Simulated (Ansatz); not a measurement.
Start from `FB[Si](F)(F)F` and change one atom or group to get `C=CO[Si](F)(F)F`.

Ansatz, PBE0-D4/def2-TZVP geometries, multiplicity 1. Each molecule was computed in one conformer, which needn't be the lowest.

| property | `FB[Si](F)(F)F` |
| --- | --- |
| HOMO–LUMO gap (B3LYP/def2-TZVPP) / eV | 6.27 |
| size of the dipole moment (PBE/def2-TZVPP) / D | 1.53 |
| LUMO energy (PBE0/def2-TZVPP) / eV | -2.51 |
| LUMO energy (B3LYP/def2-TZVPP) / eV | -2.73 |
| size of the dipole moment (ωB97M-V/def2-TZVPP) / D | 1.58 |
| LUMO energy (PBE/def2-TZVPP) / eV | -3.48 |

Q: What does the change do to each property? (Best estimate.)

A: Computed: 
| property | `C=CO[Si](F)(F)F` | shift |
| --- | --- | --- |
| HOMO–LUMO gap (B3LYP/def2-TZVPP) / eV | 7.20 | 0.93 |
| size of the dipole moment (PBE/def2-TZVPP) / D | 1.62 | 0.09 |
| LUMO energy (PBE0/def2-TZVPP) / eV | -0.03 | 2.48 |
| LUMO energy (B3LYP/def2-TZVPP) / eV | -0.30 | 2.43 |
| size of the dipole moment (ωB97M-V/def2-TZVPP) / D | 1.77 | 0.19 |
| LUMO energy (PBE/def2-TZVPP) / eV | -1.05 | 2.43 |

With PBE0 the HOMO rises by 1.47 eV and the LUMO rises by 2.48 eV, so the gap widens by about 1.01 eV. PBE moves the HOMO by 1.19 eV and ωB97M-V by 1.41 eV. Dipoles are sizes alone; their direction can turn.

Positive LUMOs are unbound, so they and the gaps depend on the basis.

B3LYP here is the variant with VWN-RPA as its local correlation; programs differ in this.
